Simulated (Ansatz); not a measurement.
Job for Ansatz (a first-principles code): R-BHLYP/def2-TZVPP on O7Re2 (SMILES [O]=[Re](=[O])(=[O])[O][Re](=[O])(=[O])=[O]). Elements past Kr take the def2 small-core potentials; no spin–orbit coupling.

Ansatz 0.2 input:
```yaml
crystal:
  periodic: [false, false, false]
  atoms:
    - {symbol: O, position_ang: [0.00000001, -0.00282284, -0.00000209]}
    - {symbol: Re, position_ang: [1.87819310, -0.00025884, 0.00222561]}
    - {symbol: O, position_ang: [2.45338208, 1.37203123, 0.82972533]}
    - {symbol: O, position_ang: [2.45797468, 0.03097896, -1.59826144]}
    - {symbol: O, position_ang: [2.45698236, -1.40133985, 0.77730627]}
    - {symbol: Re, position_ang: [-1.87819296, -0.00025892, -0.00222611]}
    - {symbol: O, position_ang: [-2.45797136, 0.03097906, 1.59826209]}
    - {symbol: O, position_ang: [-2.45698421, -1.40134001, -0.77730510]}
    - {symbol: O, position_ang: [-2.45338371, 1.37203122, -0.82972455]}
basis:
  gaussian:
    orbitals: def2-TZVPP
hamiltonian:
  xc: {name: BHLYP}
scf: {lower_state_search: off}
```

The log:

```
WARN ansatz: RAYON_NUM_THREADS=4 ignored (pool sized by the plan → 4); use --threads N
Functional definition: BHLYP
these checks for a lower state are left out or cut short: stability, starts, cluster_reference, orbital_swaps, neighbouring_geometries, increment
integrals: 0.41 GiB planned
2115 factors; their error is unknown
mean field: 3.18 GiB planned
mean field evaluation 1: about -18545.3848 eV, gradient 1.6e2 eV
mean field evaluation 2: about -18298.8405 eV, gradient 4.1e2 eV
mean field evaluation 4: about -18584.9518 eV, gradient 3.1e1 eV
mean field evaluation 8: about -18586.6131 eV, gradient 4.6e-1 eV
mean field evaluation 16: about -18586.6133 eV, gradient 1.2e-4 eV
mean field -18586.61328967 eV, -683.0454399363 hartree, gradient 2.5e-6 eV, S^2 0.000000; 0 other end points of the search recorded, 0 dependent functions left out
reference -18586.61350330 eV, -683.0454477873 hartree; 43, 43 occupied and 286, 286 virtual orbitals, 2115 factors
Total energy: -18586.61350330 eV, -683.0454477873 hartree
Checks for a lower state left out: stability, starts, cluster_reference, orbital_swaps, neighbouring_geometries, increment
```

The run converged.

Cost: very roughly 23 core-seconds.
